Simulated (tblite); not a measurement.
Q: Write Cartesian coordinates for `C#C[Si@@H]1C[C@@H](C2CC2)[C@@H]1F` as optimised with GFN2-xTB.

A: 
```
atom  x, y, z in Å
C1     4.573    0.279   -1.025
C2     3.565    0.285   -0.370
Si3    2.010    0.322    0.619
C4     0.748   -1.083    0.317
C5    -0.293   -0.100   -0.281
C6    -1.558   -0.019    0.530
C7    -2.847    0.402   -0.110
C8    -2.655   -1.021    0.318
C9     0.523    1.213   -0.241
F10    0.768    1.709   -1.512
H11    5.455    0.272   -1.600
H12    2.263    0.726    2.004
H13    0.372   -1.598    1.199
H14    1.057   -1.845   -0.395
H15   -0.534   -0.351   -1.317
H16   -1.388    0.308    1.552
H17   -2.841    0.620   -1.167
H18   -3.526    1.023    0.455
H19   -2.516   -1.768   -0.448
H20   -3.201   -1.379    1.178
H21    0.015    2.021    0.292
```

Orientation and origin are arbitrary. Atoms count from 1 in this order. Si3 (SiH silicon) has angles from 76.2° to 117.8°. The 7 C–C bonds span 1.203 Å (C1≡C2, drawn triple) to 1.552 Å (C4–C5, drawn single), a spread of 0.349 Å. All internal angles of the 3-membered ring C6–C7–C8 are 60.0°. The 3 C–Si bonds span 1.843 Å (C2–Si3, drawn single) to 1.936 Å (Si3–C9, drawn single), a spread of 0.093 Å.

Bonds between heavy atoms (Å): C1≡C2 1.203, C2–Si3 1.843, Si3–C4 1.912, C4–C5 1.552, C5–C6 1.506, C6–C7 1.500, C7–C8 1.498, C5–C9 1.546, C9–F10 1.386, Si3–C9 1.936, C6–C8 1.500.

The geometry is computed with GFN2-xTB (gas phase).

Point group: C1 (no symmetry element, even within 0.4 Å). Its lowest GFN2-xTB frequency is 1 cm⁻¹, too small to tell a flat minimum from a shallow saddle. The numbers are those of one conformer (C4–C5–C6–C7 -155°). 3 starts were optimised and ended at 0.00, 0.54 and 0.55 kcal/mol (GFN2-xTB); the lowest of these is shown.
